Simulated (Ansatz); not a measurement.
Basis-set extrapolation for CH5AlClN (`C[NH][AlH][Cl]`) (PBE0-D4/def2-TZVP geometry, frozen core, Ansatz). Multiplicity 1, RHF reference.

|  | def2-TZVPP | def2-QZVPP |
| --- | --- | --- |
| HF | -796.808863 | -796.833636 |
| MP2 correlation | -0.654855 | -0.707112 |
| CCSD(T) correlation | -0.725520 | not run |

Energies in hartree. Use E(X) = E(∞) + A·exp(−7.88·√X) for Hartree–Fock and E(X) = E(∞) + B·X^(−2.97) for correlation, with X = 3 and 4, and add CCSD(T) minus MP2 of the smaller set to the MP2 limit.

Q: What is the CCSD(T) energy at the basis-set limit?

A: HF limit: -796.833636 + (-0.024773) × 0.13774 = -796.83705. MP2 limit: -0.707112 + (-0.052257) × 0.74074 = -0.74582. Higher-order term: -0.725520 − (-0.654855) = -0.07067. Total: -797.65354 hartree, 3.24 eV below CCSD(T)/def2-TZVPP.
